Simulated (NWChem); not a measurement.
Molecule: CH₅FOSi₂; SMILES F[Si@@H]1OC[SiH2]1

```xyz
10

F      0.4389    -2.0234    -0.5724
Si     0.0628    -0.8470     0.4842
O     -1.3736    -0.0817     0.0807
C     -1.0263     1.2261    -0.4116
Si     0.8700     1.2778    -0.0140
H     -0.0065    -1.5200     1.8074
H     -1.6187     1.9905     0.1178
H     -1.2588     1.3060    -1.4874
H      1.7930     1.5147    -1.1633
H      1.2274     2.1849     1.1186
```
Atoms are numbered in this order, from 1.

Computed with NWChem. Geometry: optimised at PBE0/def2-SVP.

**Question.** Predict the results for Hartree-Fock/def2-TZVP. Quantities: highest occupied level (eV); orbital gap (eV); dipole (D).

**Answer.** The highest occupied level (eV) comes out as -10.65, the orbital gap (eV) comes out as 13.23 and the dipole (D) is 2.58.
